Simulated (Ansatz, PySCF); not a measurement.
Gas-phase reaction (SMILES): CB(C)O → C[B]O + [CH3] (CH3); the B-C bond at the site shown breaks (other sites are not compared here).

Structures are relaxed separately at B3LYP-D3(BJ)/def2-TZVP in Ansatz (an electronic-structure program), one conformer each, not searched for the lowest. Valence correlation only, unless marked. Open shells are spin-unrestricted. Spin-orbit coupling is left out. No relativistic terms. CBS marks a two-point X^-3 extrapolation of the correlation energy; Hartree-Fock from the larger set. [CCSD(T)-MP2]/basis is that difference in the basis named. Thermal terms are rigid-rotor harmonic-oscillator values from B3LYP-D3(BJ) frequencies (Ansatz or PySCF) at 298.15 K and 1 atm. 1 Eh = 627.5095 kcal/mol. Electronic entropy comes from spin alone.

```
species      E, RI-MP2/CBS(cc-pVTZ,cc-pVQZ)+[CCSD(T)-MP2]/cc-pVTZ (Ansatz) (Eh)  E, B3LYP-D3(BJ)/def2-TZVPD (Ansatz + dftd3) (Eh)  H - E (Eh)  G - E (Eh)
-----------  ------------------------------------------------------------------  ------------------------------------------------  ----------  ----------
CB(C)O                                                               -180.36008                                        -180.66678     0.09892     0.06308
C[B]O                                                                -140.40312                                        -140.63910     0.05765     0.02606
[CH3] (CH3)                                                           -39.78133                                         -39.86032     0.03371     0.01164
```

**Question.** Work out ΔE and ΔH, ΔG, ΔS and the equilibrium constant at 298.15 K at the first level, then ΔH at the second.

**Answer.** 
1. ΔE = [(-140.40312) + (-39.78133)] - [(-180.36008)] = 0.17563 Eh = 110.2 kcal/mol at RI-MP2/CBS(cc-pVTZ,cc-pVQZ)+[CCSD(T)-MP2]/cc-pVTZ.
2. The terms H - E add up to -0.00756 Eh, so ΔH = (0.17563 + (-0.00756))×627.5095 = 105.5 kcal/mol.
3. The terms G - E add up to -0.02538 Eh, so ΔG = 94.3 kcal/mol, and ΔS = (-0.00756 - (-0.02538))×627509.5/298.15 = 37.5 cal/(mol K).
4. log10 K = -ΔG/(RT ln 10) = -69.1, with RT ln 10 = 1.3642 kcal/mol.
5. With ΔH and ΔS taken as constant, ΔG changes sign near ΔH/ΔS = 2810 K, a rough figure that leaves out heat capacities.
6. At B3LYP-D3(BJ)/def2-TZVPD the same steps give ΔE = 105.0 and ΔH = 100.3 kcal/mol, a shift of -5.2 from the first level.
7. These values are not checked against measurement here, since the tables used lack a sound gas-phase enthalpy of formation for at least one species.
